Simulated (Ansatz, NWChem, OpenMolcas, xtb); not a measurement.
How methods differ on Si2H4ClF (SMILES F[SiH]([SiH3])Cl)

The species is Si2H4ClF (8 atoms), meant as a singlet with charge 0. As SMILES, `F[SiH]([SiH3])Cl`. The shape is that of a PBE0-D4/def2-TZVP optimisation.

```
atom    x (Å)    y (Å)    z (Å)
   F  -1.3290   1.7968   0.1612
  Si  -0.3829   0.8128  -0.6677
  Si   0.5390  -0.7930   0.7613
  Cl  -1.5341  -0.1301  -2.0759
   H   0.5966   1.6554  -1.3923
   H   1.3557  -0.1311   1.8123
   H   1.4035  -1.6938  -0.0444
   H  -0.5566  -1.5741   1.3896
```

Each level gives the HOMO–LUMO gap (eV). The values are calculated.

| level | kind | program | value (eV) | CPU time |
| --- | --- | --- | --- | --- |
| GFN0-xTB | semi-empirical | xtb | 3.49 | under 2 s |
| HF/def2-SVP | Hartree–Fock | OpenMolcas | 14.42 | 11 s |
| SVWN5/def2-SVP | LDA | Ansatz | 5.81 | 4 s |
| PBE/def2-SVP | GGA | NWChem | 5.94 | 31 s |
| M06-L/def2-SVP | meta-GGA | OpenMolcas | 6.52 | 51 s |
| TPSS/def2-SVP | meta-GGA | OpenMolcas | 6.31 | 45 s |
| PBE0/def2-SVP | global hybrid | Ansatz | 8.05 | 7.5 s |
| wB97X/def2-SVP | range-separated hybrid | Ansatz | 12.47 | 31 s |
| PBE-QIDH/def2-SVP | double hybrid | Ansatz | 11.81 | 14 s |

The values span 3.49 to 14.42 eV. Orbital gaps aren't excitation energies, and those of double hybrids come from the SCF part alone; they tend to grow with the share of exact exchange. CPU times are rough (shared hosts, several kinds of processor and program).
